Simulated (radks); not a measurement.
The numbers below are computed, except where a source is named.
Excited configurations of neutral gold: one electron is placed in a higher orbital outside [Xe] 4f14 5d10. The ground configuration is [Xe] 4f14 5d10 6s1. Code: a radial shooting solver on a logarithmic mesh with Libxc functionals. Model: scalar-relativistic Kohn-Sham, r2SCAN, spin-polarised, spherical densities, finite nucleus; open shells are filled with parallel spins first (spin-orbit coupling, left out, can overturn this in heavy ions); meta-GGA in the generalised Kohn-Sham scheme; Fermi nuclear charge, rms radius 5.4371 fm. Excitation = E - E(ground); binding = E(ion) - E, where the ion is the core of charge +1; n* = 1/sqrt(2 binding) in atomic units, and the quantum defect is n - n*.

| outer orbital | excitation (eV) | binding (eV) | n* | quantum defect | eigenvalue (eV) |
|---|---|---|---|---|---|
| 6p | 5.515 | 4.033 | 1.837 | 4.163 | -1.981 |
| 6d | 8.043 | 1.505 | 3.007 | 2.993 | -0.698 |
| 7p | 7.789 | 1.759 | 2.782 | 4.218 | -1.047 |
| 7d | 8.632 | 0.916 | 3.854 | 3.146 | -0.521 |
| 7f | 9.118 | 0.430 | 5.624 | 1.376 | -0.267 |

The Delta-SCF ionisation energy is 9.548 eV (NIST Atomic Spectra Database: 9.226 eV, measured). Self-interaction in the functional shifts the binding energies and quantum defects, so they are the method's values and not measured ones.
